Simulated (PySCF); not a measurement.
A structure optimised at B3LYP-D3(BJ)/def2-SVP, used in a PySCF frequency run:

```xyz
13

Al     0.6297     0.0588     0.8147
Cl    -0.4476    -0.2066     2.6217
H      2.1844     0.3010     0.9558
C     -0.3516    -0.0128    -0.8746
C      0.4815     0.1906    -2.1514
C     -0.3465     0.1207    -3.4355
H     -1.1646     0.7378    -0.8239
H     -0.8817    -0.9846    -0.9139
H      1.0013     1.1649    -2.1081
H      1.2863    -0.5654    -2.1976
H     -0.8456    -0.8581    -3.5310
H      0.2768     0.2697    -4.3322
H     -1.1340     0.8927    -3.4404
```
Charge 0, spin multiplicity 1.

Q: Write its SMILES and formula.

A: CC[CH2][AlH][Cl], C3H8AlCl

Q: What are its rotational constants (standard atomic weights)?

A: 12.617, 0.96031, 0.90740 GHz
